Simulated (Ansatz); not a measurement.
C$_{2}$H$_{7}$IO$_{2}$Si (`CO[SiH](I)OC`). The species carries charge 0 and has multiplicity 1. I: def2 effective core potential. Geometry: relaxed with PBE0-D4/def2-TZVP. It is one conformer, not always the lowest.

```xyz
13

C    -0.385    1.985    1.154
O    -0.007    0.657    0.865
Si    0.875    0.132   -0.392
I    -0.109    1.039   -2.455
O     0.858   -1.483   -0.416
C    -0.290   -2.302   -0.516
H     0.489    2.611    1.352
H    -0.952    2.420    0.325
H    -1.015    1.968    2.044
H     2.285    0.557   -0.333
H    -0.954   -2.149    0.339
H     0.042   -3.340   -0.529
H    -0.839   -2.093   -1.439
```

What is the dipole moment at PBE/def2-TZVPP? (Best estimate.)

Ansatz gave: 1.49 D, with components (-0.78, 0.11, 1.26) D in this frame, pointing from negative to positive charge.

And with r2SCAN, B3LYP, ωB97M-V? (Best estimate.)

Ansatz gave: r2SCAN 1.54 D, B3LYP 1.50 D, ωB97M-V 1.54 D.

Give the Mulliken charges with PBE, B3LYP, r2SCAN in def2-TZVPP. (Estimate.)

Computed: 
```tsv
atom	PBE	B3LYP	r2SCAN
C1	-0.14	-0.12	0.00
O2	-0.27	-0.35	-0.36
Si3	0.49	0.60	0.62
I4	-0.20	-0.22	-0.22
O5	-0.28	-0.36	-0.36
C6	-0.14	-0.13	-0.01
H7	0.10	0.10	0.06
H8	0.10	0.11	0.07
H9	0.11	0.11	0.07
H10	-0.07	-0.07	-0.08
H11	0.11	0.11	0.07
H12	0.11	0.12	0.07
H13	0.10	0.11	0.07
```

B3LYP here is the variant with VWN-RPA as its local correlation; programs differ in this.
